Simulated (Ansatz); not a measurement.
`O[SiH2][AlH][Cl]` + CH₃OH → `C[O][AlH][Cl]` + `O[SiH3]` at 400 K and 1 bar (cleavage of the Al–Si bond).

Gas-phase electronic energies from Ansatz, PBE0-D4/def2-TZVP geometries. CCSD(T)/CBS is the MP2 limit (def2-TZVPP, def2-QZVPP) plus CCSD(T) − MP2 in def2-TZVPP, frozen cores. This one scheme is used for every species. One conformer a species, not always the lowest.

| species | CCSD(T)/CBS energy (Eh) | H − E (kJ/mol) | S (J/(mol·K)) |
| --- | --- | --- | --- |
| `O[SiH2][AlH][Cl]` | -1068.55078 | 136.8 | 400.0 |
| CH₃OH | -115.61712 | 151.2 | 252.6 |
| `C[O][AlH][Cl]` | -817.53357 | 161.4 | 360.6 |
| `O[SiH3]` | -366.69042 | 120.0 | 276.4 |

H − E and S are ideal-gas, rigid-rotor, harmonic terms from PBE0-D4/def2-TZVP, for one conformer and one mirror image of each species. 1 Eh = 2625.50 kJ/mol, R = 8.31446 J/(mol·K).

Problem. By hand: ΔE, ΔH, ΔS and ΔG.

Solution. ΔE = (-817.53357) + (-366.69042) − (-1068.55078) − (-115.61712) = -0.05609 Eh = -147.3 kJ/mol. Δ(H − E) = 161.4 + 120.0 − 136.8 − 151.2 = -6.6, so ΔH = -153.9 kJ/mol. ΔS = 360.6 + 276.4 − 400.0 − 252.6 = -15.6 J/(mol·K). ΔG = -153.9 − 400 × (-15.6)/1000 = -147.7 kJ/mol.

Problem. By hand: the equilibrium constant, and the temperature at which ΔG would vanish if ΔH and ΔS stayed fixed.

Solution. log₁₀ K = −ΔG/(RT ln 10) = 19.3. ΔG = 0 at ΔH/ΔS = 9865 K, far beyond where these terms or the molecules hold.

ΔH outweighs TΔS. A doubt of 5 kJ/mol in ΔE shifts log₁₀ K by 0.7 here. Other conformers and mirror images would add mixing entropy, several J/(mol·K) or more a flexible species. Modes under 60 cm⁻¹, often nearly free rotors, make the harmonic entropy too high. These are equilibria of isolated gas molecules and say nothing of rates. Largest T1 diagnostic: 0.011 (customary marks: 0.02 for closed shells, 0.045 for open ones).
